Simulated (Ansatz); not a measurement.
C$_{2}$H$_{4}$ClNOSi (`C[SiH](Cl)N=C=O`), relaxed with RKS PBE-D4/def2-SVP in the Gaussian-basis code of Ansatz from a rough embedded geometry. The force threshold is 0.03 eV/Å; the program also tests the step.

Total charge 0; spin multiplicity 1.

Start:

```xyz
10

C     0.039   -0.781   -1.444
Si   -0.383   -0.468    0.343
Cl    0.509   -1.886    1.521
N     0.129    1.052    0.820
C     0.442    2.017    1.446
O     0.680    2.979    2.117
H     1.141   -0.701   -1.546
H    -0.397   -0.006   -2.035
H    -0.288   -1.687   -1.764
H    -1.871   -0.518    0.542
```

Task: By how much does the energy fall, and how many steps does the optimiser take? (An estimate is asked.)

Result: Ansatz gave: 30.97 kJ/mol, in 5 steps.

Task: Which bonds change most? (Estimate.)

Result: The calculation gave: C1–H9 from 1.015 to 1.108 Å; Si2–N4 from 1.673 to 1.729 Å; C1–H8 from 1.068 to 1.109 Å; Si2–Cl3 from 2.048 to 2.084 Å.

Task: Give the relaxed structure. (Estimate.)

Result: Computed: 
```xyz
10

C     0.065   -0.743   -1.437
Si   -0.439   -0.491    0.342
Cl    0.490   -1.920    1.542
N     0.063    1.079    0.864
C     0.436    2.049    1.487
O     0.798    3.015    2.061
H     1.165   -0.663   -1.545
H    -0.410    0.026   -2.080
H    -0.251   -1.745   -1.792
H    -1.915   -0.606    0.557
```
